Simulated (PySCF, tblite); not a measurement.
Isomers of C8H6NP, one GFN2-xTB conformer each. Single-point energies are computed at PBE0/pcSseg-1 (PySCF, gas phase, no added dispersion term), electronic only.

Problem. Rank them by PBE0/pcSseg-1 energy, lowest first (kcal/mol).
A. `[CH2:1]=[CH:2][c:3]1[cH:4][p:5][cH:6][cH:7][c:8]1[C:9]#[N:10]` with C1–C2–C3–C4 -26°
B. `[CH:1]#[C:2][CH2:3][n:4]1[cH:5][p:6][c:7]([C:8]#[CH:9])[cH:10]1` with C2–C3–N4–C5 89°

Solution. A (0.0), B (65.8).

As drawn, the lower has a C≡N group and a C=C bond outside aromatic rings, which the higher lacks; the higher has a C≡C bond, which the lower lacks. GFN2-xTB itself gives, in the same order: 0.0, 31.4. Both levels put the same isomer lowest.

Problem. Which frontier levels, dipoles and rotational constants go with these structures?

Solution. 
| SMILES | HOMO (eV, PBE0/pcSseg-1) | LUMO (eV) | dipole (D) | A, B, C (MHz) |
| --- | --- | --- | --- | --- |
| C=Cc1cpccc1C#N | -7.45 | -2.56 | 2.85 | 1635, 1051, 643.4 |
| C#CCn1cpc(C#C)c1 | -6.57 | -0.65 | 4.02 | 2254, 703.4, 599.5 |

Problem. What happens when harmonic zero-point energies from GFN2-xTB frequencies are added?

Solution. 
| SMILES | ZPE (kcal/mol) | electronic (kcal/mol) | with ZPE (kcal/mol) |
| --- | --- | --- | --- |
| C=Cc1cpccc1C#N | 70.4 | 0.0 | 0.0 |
| C#CCn1cpc(C#C)c1 | 69.0 | 65.8 | 64.4 |

The zero-point energies span 1.4 kcal/mol. The order is unchanged.
